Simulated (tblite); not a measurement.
Record of a relaxation.

Compound: C₄H₁₀AlClN₂.
Atom-mapped SMILES: `[CH2:1]=[N:2][C@@H:3]1[CH2:4][C@H:5]1[Al@H-:6]([NH3+:7])[Cl:8]` (hydrogens: H9, H10 on C1; H11 on C3; H12, H13 on C4; H14 on C5; H15 on Al6; H16, H17, H18 on N7)
Bond orders are those of one Lewis drawing.

Computed with GFN2-xTB (tblite), gas phase: L-BFGS steps from a force-field or distance-geometry start until the largest atomic force falls under 0.01 eV/Å. 11 of its 160 geometries are shown.

Step 0: E = -683.5508 eV, largest atomic force 3.214 eV/Å
```
atom  x, y, z in Å  |  force x, y, z in eV/Å
C1     -3.307    0.102    0.226    1.102  -0.002  -1.498
N2     -2.517    0.013   -0.780   -0.466   0.553   1.461
C3     -1.177    0.571   -0.721   -0.698  -0.680  -0.716
C4     -0.249   -0.041   -1.750   -0.415  -0.252   0.964
C5     -0.118   -0.406   -0.257    0.672  -0.166  -0.343
Al6     1.408    0.446    0.705   -2.167   2.022   1.243
N7      2.893   -0.758    0.732    1.152  -1.001   0.315
Cl8     0.799    0.908    2.783    0.706  -0.474  -1.384
H9     -3.014    0.613    1.141   -0.165   0.075   0.176
H10    -4.311   -0.332    0.167    0.554   0.146  -0.055
H11    -1.073    1.666   -0.558   -0.137  -0.840   0.270
H12     0.513    0.648   -2.137   -0.446  -0.649  -0.161
H13    -0.697   -0.852   -2.356    0.563   0.978   0.074
H14    -0.494   -1.419   -0.019   -0.207   0.482  -0.221
H15     1.836    1.804   -0.030    0.229  -0.578   0.176
H16     3.697   -0.321    1.245   -0.623  -0.521  -0.510
H17     3.180   -0.989   -0.238   -0.036   0.069   0.715
H18     2.622   -1.646    1.230    0.382   0.836  -0.506
```

Step 16: E = -684.2965 eV, largest atomic force 0.241 eV/Å
```
atom  x, y, z in Å  |  force x, y, z in eV/Å
C1     -3.289    0.160    0.215   -0.002   0.057   0.010
N2     -2.499   -0.071   -0.732    0.041  -0.050   0.121
C3     -1.198    0.458   -0.725    0.020   0.066  -0.092
C4     -0.243   -0.064   -1.745    0.044   0.073  -0.005
C5     -0.074   -0.488   -0.305   -0.026  -0.097  -0.024
Al6     1.235    0.578    0.759   -0.067  -0.064   0.123
N7      2.858   -0.719    0.753   -0.134   0.098  -0.023
Cl8     0.992    0.871    2.771   -0.034  -0.016  -0.078
H9     -3.049    0.776    1.090   -0.009   0.090  -0.070
H10    -4.275   -0.280    0.189    0.007  -0.025  -0.036
H11    -1.095    1.496   -0.387    0.004   0.027  -0.051
H12     0.492    0.612   -2.162   -0.050   0.115   0.042
H13    -0.626   -0.777   -2.464   -0.022   0.031   0.136
H14    -0.496   -1.474   -0.127    0.093  -0.216   0.052
H15     1.896    1.744    0.002   -0.045   0.076  -0.090
H16     3.654   -0.309    1.234    0.028  -0.052  -0.018
H17     3.113   -0.925   -0.207    0.075  -0.061   0.011
H18     2.594   -1.582    1.222    0.076  -0.051  -0.008
```

Step 32: E = -684.3983 eV, largest atomic force 0.082 eV/Å
```
atom  x, y, z in Å  |  force x, y, z in eV/Å
C1     -3.316    0.254    0.189   -0.052   0.012   0.002
N2     -2.428   -0.230   -0.554    0.051  -0.004  -0.022
C3     -1.162    0.338   -0.610    0.019   0.015   0.001
C4     -0.230   -0.043   -1.709    0.033  -0.049  -0.011
C5      0.014   -0.608   -0.338   -0.052  -0.016   0.060
Al6     1.203    0.548    0.750    0.015  -0.015   0.012
N7      2.855   -0.719    0.731    0.027   0.025  -0.006
Cl8     0.970    0.854    2.758   -0.017  -0.026  -0.061
H9     -3.179    1.149    0.804   -0.002   0.050   0.001
H10    -4.273   -0.240    0.244   -0.018  -0.011  -0.033
H11    -1.046    1.364   -0.217   -0.035  -0.010   0.046
H12     0.428    0.738   -2.069   -0.007  -0.002   0.018
H13    -0.595   -0.705   -2.478   -0.079  -0.004  -0.023
H14    -0.334   -1.635   -0.245   -0.007  -0.033  -0.019
H15     1.682    1.766   -0.070    0.041   0.036   0.026
H16     3.639   -0.289    1.213    0.059  -0.014   0.002
H17     3.135   -0.941   -0.220    0.024   0.016  -0.001
H18     2.628   -1.593    1.203   -0.001   0.030   0.008
```

Step 48: E = -684.4171 eV, largest atomic force 0.048 eV/Å
```
atom  x, y, z in Å  |  force x, y, z in eV/Å
C1     -3.350    0.290    0.152   -0.006   0.010  -0.016
N2     -2.423   -0.252   -0.498    0.010   0.009  -0.036
C3     -1.154    0.303   -0.546    0.003  -0.012   0.046
C4     -0.256   -0.058   -1.683   -0.038   0.025   0.002
C5      0.026   -0.656   -0.335   -0.018   0.008   0.018
Al6     1.221    0.524    0.733    0.017  -0.029   0.011
N7      2.926   -0.678    0.717   -0.013   0.005   0.001
Cl8     0.919    0.794    2.735    0.013  -0.023  -0.018
H9     -3.244    1.234    0.698   -0.005   0.022   0.017
H10    -4.313   -0.197    0.185    0.013   0.003  -0.015
H11    -1.026    1.322   -0.132   -0.017  -0.010   0.011
H12     0.396    0.729   -2.039   -0.001  -0.002  -0.024
H13    -0.679   -0.679   -2.458    0.023  -0.035  -0.001
H14    -0.322   -1.685   -0.257    0.005   0.004   0.010
H15     1.693    1.764   -0.057   -0.003   0.010  -0.007
H16     3.732   -0.292    1.202   -0.025   0.006  -0.011
H17     3.203   -0.926   -0.230    0.003   0.011   0.017
H18     2.643   -1.532    1.196    0.039  -0.002  -0.006
```

Step 64: E = -684.4240 eV, largest atomic force 0.068 eV/Å
```
atom  x, y, z in Å  |  force x, y, z in eV/Å
C1     -3.386    0.328    0.113    0.019   0.001  -0.029
N2     -2.447   -0.243   -0.496   -0.007  -0.028   0.011
C3     -1.165    0.288   -0.514   -0.031   0.011  -0.050
C4     -0.279   -0.074   -1.663    0.002  -0.009   0.019
C5      0.013   -0.671   -0.315    0.002  -0.004  -0.018
Al6     1.232    0.495    0.742   -0.001  -0.025  -0.055
N7      2.957   -0.669    0.707    0.028  -0.010  -0.004
Cl8     0.964    0.708    2.752   -0.003   0.020   0.042
H9     -3.281    1.273    0.655    0.003   0.031   0.014
H10    -4.362   -0.133    0.106    0.023  -0.012  -0.002
H11    -1.033    1.304   -0.097    0.005   0.004   0.005
H12     0.370    0.709   -2.037   -0.013  -0.012   0.014
H13    -0.710   -0.705   -2.427    0.020   0.023   0.019
H14    -0.321   -1.705   -0.241   -0.021   0.028   0.021
H15     1.700    1.749   -0.043   -0.029  -0.049   0.038
H16     3.728   -0.214    1.191   -0.014  -0.003  -0.018
H17     3.253   -0.887   -0.241    0.005   0.003   0.017
H18     2.757   -1.546    1.188    0.011   0.030  -0.025
```

Step 80: E = -684.4306 eV, largest atomic force 0.049 eV/Å
```
atom  x, y, z in Å  |  force x, y, z in eV/Å
C1     -3.422    0.376    0.058   -0.011   0.005   0.031
N2     -2.477   -0.232   -0.503    0.008   0.015  -0.010
C3     -1.189    0.283   -0.502    0.006  -0.002  -0.008
C4     -0.288   -0.102   -1.631    0.003  -0.010  -0.003
C5     -0.037   -0.701   -0.277    0.022  -0.009  -0.018
Al6     1.221    0.418    0.781    0.002   0.013  -0.022
N7      3.010   -0.653    0.673   -0.032   0.028  -0.025
Cl8     1.039    0.623    2.805   -0.005  -0.019   0.003
H9     -3.314    1.337    0.573   -0.002   0.008  -0.004
H10    -4.404   -0.072    0.047   -0.003  -0.004  -0.011
H11    -1.048    1.298   -0.088    0.002  -0.003  -0.004
H12     0.380    0.668   -1.998    0.012  -0.012   0.032
H13    -0.716   -0.727   -2.401    0.006   0.000  -0.004
H14    -0.402   -1.724   -0.206    0.006   0.010   0.030
H15     1.661    1.694    0.017   -0.014  -0.012   0.006
H16     3.717   -0.102    1.154    0.022   0.008   0.014
H17     3.334   -0.830   -0.273   -0.015   0.003  -0.021
H18     2.924   -1.546    1.154   -0.006  -0.018   0.013
```

Step 95: E = -684.4350 eV, largest atomic force 0.072 eV/Å
```
atom  x, y, z in Å  |  force x, y, z in eV/Å
C1     -3.423    0.404    0.037    0.000  -0.004  -0.001
N2     -2.480   -0.208   -0.522   -0.025   0.000  -0.007
C3     -1.183    0.284   -0.509   -0.015   0.007   0.037
C4     -0.261   -0.139   -1.605   -0.002  -0.013  -0.013
C5     -0.061   -0.725   -0.237   -0.009   0.011   0.000
Al6     1.200    0.394    0.810   -0.009   0.015   0.068
N7      3.011   -0.617    0.634    0.017  -0.027   0.039
Cl8     1.059    0.529    2.846    0.005   0.004  -0.040
H9     -3.316    1.364    0.557    0.018  -0.022  -0.018
H10    -4.406   -0.041    0.016    0.011   0.018  -0.007
H11    -1.033    1.300   -0.110    0.018   0.060   0.035
H12     0.442    0.609   -1.948    0.015   0.011  -0.002
H13    -0.680   -0.751   -2.387   -0.013  -0.058  -0.024
H14    -0.465   -1.731   -0.144    0.025  -0.035  -0.018
H15     1.599    1.686    0.053   -0.010   0.012   0.017
H16     3.720   -0.057    1.104   -0.021  -0.016  -0.056
H17     3.305   -0.777   -0.326    0.001   0.006   0.037
H18     2.962   -1.517    1.112   -0.006   0.031  -0.047
```

Step 111: E = -684.4432 eV, largest atomic force 0.028 eV/Å
```
atom  x, y, z in Å  |  force x, y, z in eV/Å
C1     -3.415    0.485   -0.041   -0.007  -0.005   0.004
N2     -2.483   -0.186   -0.550    0.015  -0.024   0.003
C3     -1.167    0.246   -0.485    0.004   0.004   0.008
C4     -0.220   -0.226   -1.540    0.000   0.001   0.003
C5     -0.088   -0.790   -0.154   -0.003   0.010  -0.001
Al6     1.148    0.345    0.912   -0.007  -0.018   0.010
N7      2.996   -0.541    0.541    0.003  -0.004   0.002
Cl8     1.130    0.363    2.953   -0.001   0.000  -0.007
H9     -3.275    1.444    0.470    0.001   0.006   0.000
H10    -4.420    0.097   -0.102   -0.006   0.005  -0.006
H11    -0.989    1.263   -0.089   -0.016   0.016  -0.007
H12     0.516    0.496   -1.875   -0.001  -0.002   0.010
H13    -0.632   -0.845   -2.322    0.006  -0.008   0.000
H14    -0.508   -1.788   -0.060    0.002   0.010  -0.005
H15     1.434    1.704    0.222    0.012   0.010  -0.003
H16     3.709    0.051    0.960    0.007   0.000  -0.009
H17     3.211   -0.655   -0.445   -0.007   0.008   0.000
H18     3.046   -1.456    0.987   -0.004  -0.007   0.000
```

Step 127: E = -684.4447 eV, largest atomic force 0.017 eV/Å
```
atom  x, y, z in Å  |  force x, y, z in eV/Å
C1     -3.423    0.491   -0.073   -0.002   0.005  -0.004
N2     -2.486   -0.195   -0.549    0.010   0.004   0.000
C3     -1.172    0.245   -0.477    0.014  -0.001   0.000
C4     -0.211   -0.238   -1.514    0.008   0.001   0.001
C5     -0.093   -0.782   -0.120   -0.008   0.005   0.007
Al6     1.152    0.337    0.952   -0.005   0.004  -0.003
N7      2.995   -0.535    0.522   -0.014   0.007  -0.006
Cl8     1.155    0.323    2.992    0.004   0.005  -0.002
H9     -3.284    1.465    0.410   -0.012   0.005   0.005
H10    -4.429    0.108   -0.137   -0.006  -0.010  -0.001
H11    -1.006    1.271   -0.100   -0.009  -0.009  -0.003
H12     0.525    0.485   -1.848    0.008  -0.004  -0.002
H13    -0.605   -0.872   -2.294   -0.005   0.005   0.007
H14    -0.517   -1.778   -0.018    0.009   0.003   0.001
H15     1.435    1.704    0.271    0.000  -0.008   0.010
H16     3.727    0.055    0.910    0.004   0.004  -0.009
H17     3.145   -0.616   -0.480    0.013  -0.003   0.003
H18     3.083   -1.460    0.936   -0.009  -0.014  -0.002
```

Step 143: E = -684.4457 eV, largest atomic force 0.024 eV/Å
```
atom  x, y, z in Å  |  force x, y, z in eV/Å
C1     -3.432    0.483   -0.097   -0.001   0.004  -0.006
N2     -2.479   -0.194   -0.555    0.001  -0.001  -0.006
C3     -1.169    0.259   -0.475    0.002  -0.001   0.009
C4     -0.195   -0.240   -1.493   -0.003   0.004   0.002
C5     -0.095   -0.761   -0.088    0.002  -0.007   0.005
Al6     1.160    0.348    0.982    0.004   0.002  -0.008
N7      2.982   -0.541    0.497   -0.001   0.017  -0.001
Cl8     1.185    0.319    3.020    0.010   0.000   0.003
H9     -3.318    1.464    0.379    0.005  -0.003  -0.001
H10    -4.431    0.081   -0.168   -0.002  -0.002  -0.001
H11    -1.014    1.289   -0.110   -0.005   0.003  -0.006
H12     0.546    0.475   -1.832   -0.004   0.007   0.006
H13    -0.584   -0.886   -2.266    0.003   0.002   0.003
H14    -0.519   -1.756    0.024   -0.004  -0.005   0.000
H15     1.447    1.719    0.314   -0.005  -0.001  -0.003
H16     3.737    0.030    0.867    0.013   0.016   0.013
H17     3.100   -0.609   -0.510   -0.002  -0.018  -0.003
H18     3.069   -1.474    0.895   -0.011  -0.016  -0.007
```

Step 159: E = -684.4471 eV, largest atomic force 0.010 eV/Å
```
atom  x, y, z in Å  |  force x, y, z in eV/Å
C1     -3.452    0.475   -0.147    0.005  -0.002  -0.002
N2     -2.481   -0.205   -0.562   -0.006   0.008   0.002
C3     -1.177    0.263   -0.454   -0.002   0.001  -0.001
C4     -0.178   -0.236   -1.448    0.002  -0.002   0.002
C5     -0.105   -0.745   -0.035    0.002  -0.002  -0.001
Al6     1.175    0.359    1.012   -0.003  -0.002   0.001
N7      2.972   -0.542    0.455    0.003  -0.001  -0.002
Cl8     1.303    0.302    3.047    0.000   0.003  -0.002
H9     -3.357    1.467    0.309   -0.001  -0.002   0.001
H10    -4.446    0.065   -0.239    0.004   0.000  -0.002
H11    -1.041    1.298   -0.098   -0.003   0.000   0.002
H12     0.564    0.485   -1.772   -0.001  -0.001   0.002
H13    -0.543   -0.890   -2.225   -0.001   0.001   0.003
H14    -0.526   -1.741    0.077    0.002   0.001  -0.001
H15     1.428    1.740    0.351   -0.001  -0.001  -0.002
H16     3.752    0.000    0.821    0.000  -0.002   0.001
H17     3.075   -0.610   -0.554   -0.003   0.000   0.001
H18     3.030   -1.481    0.845    0.002   0.001   0.000
```

Q: Summarise the path.

A: The energy falls by 86.47 kJ/mol from step 0 to step 159; nine tenths of that is first reached at step 25. It rises by more than 0.2 meV at step 29. The largest force goes from 3.214 to 0.010 eV/Å. Among the bonds Al6–N7 changes most, from 1.912 to 2.087 Å; the atoms move by 0.555 Å rms after alignment.

What follows is the cost of the whole relaxation. The run took 1.4 s of wall time on an Arm Neoverse V1 with one thread, shared host.
